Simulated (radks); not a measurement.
Excited configurations of the selenium ion Se3+: one electron is placed in a higher orbital outside [Ar] 3d10 4s2. The ground configuration is [Ar] 3d10 4s2 4p1. All-electron calculation, scalar-relativistic Kohn-Sham, r2SCAN, spin-unpolarised, spherical densities, finite nucleus; meta-GGA in the generalised Kohn-Sham scheme; Fermi nuclear charge, rms radius 4.14 fm. Program: a radial shooting solver on a logarithmic mesh with Libxc functionals. Excitation = E - E(ground); binding = E(ion) - E, where the ion is the core of charge +4; n* = 4/sqrt(2 binding) in atomic units, and the quantum defect is n - n*.

outer orbital  excitation (eV)  binding (eV)     n*  quantum defect  eigenvalue (eV)
4d                      17.882        24.145  3.003           0.997          -20.408
5s                      19.027        22.999  3.077           1.923          -20.733
5d                      28.503        13.524  4.012           0.988          -11.800
5f                      33.171         8.855  4.958           0.042           -7.752
6f                      35.841         6.186  5.932           0.068           -5.492
7f                      37.470         4.557  6.912           0.088           -4.073

The Delta-SCF ionisation energy is 42.027 eV (NIST Atomic Spectra Database: 42.947 eV, measured). Self-interaction in the functional shifts the binding energies and quantum defects, so they are the method's values and not measured ones. Spin polarisation and multiplet splitting are left out, so open shells lie too high by an amount that depends on their filling.

Beside tabulated values, note that spin-unpolarised runs miss the spin-polarisation part of the exchange energy of open shells.
